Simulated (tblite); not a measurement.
CHOS (SMILES [OH+]=C=S), charge +1, singlet, geometry from GFN2-xTB; tblite 0.6.0 with GFN1-xTB.

The tblite input:
```
$ tblite run mol.xyz --method gfn1 --charge 1 --spin 0 --guess eeq --json tblite.json --no-restart

# file mol.xyz
4

O     -1.55944818    -0.23917576     0.38088567
C     -0.38452733    -0.02032705     0.12187927
S      1.05737168     0.10896489    -0.29674929
H     -2.13519739     0.29193014     0.96962766
```

The log (banner, timings and long lists left out):

```
xTB calculator
 | screened Coulomb repulsion
 | Coulomb electrostatics
 |  * isotropic Klopman-Ohno-Mataga-Nishimoto electrostatics
 |  * onsite third-order electrostatics
 | DFT-D3(BJ) dispersion correction

halogen bonding energy    0.0000000000000E+00 Eh
repulsion energy          1.1148500023349E-01 Eh
dispersion energy        -8.0349013349492E-04 Eh
number of electrons       1.6000000000000E+01 e
integral cutoff           1.9731147476801E+01 bohr

------------------------------------------------------------
  cycle        total energy    energy error   density error
------------------------------------------------------------
      1     -10.07300975143  -1.0183691E+01   5.9156217E-01
      2     -9.074875368239   9.9813438E-01   1.0354741E+00
      3     -10.47120207488  -1.3963267E+00   2.2339690E-01
      4     -10.40414905680   6.7053018E-02   2.2807175E-01
      5     -10.46870468173  -6.4555625E-02   4.8186107E-02
      6     -10.47179680527  -3.0921235E-03   7.7620900E-03
      7     -10.47187626016  -7.9454893E-05   1.9525203E-03
      8     -10.47188073825  -4.4780832E-06   1.7858049E-04
      9     -10.47188076424  -2.5993097E-08   3.2379849E-05
     10     -10.47188076509  -8.5334761E-10   1.6598008E-06
------------------------------------------------------------

electronic energy        -1.0582562275193E+01 Eh
total energy             -1.0471880765093E+01 Eh

Post processing:
 | Mayer-Wiberg bond orders

[Info] JSON dump of results written to 'tblite.json'
```
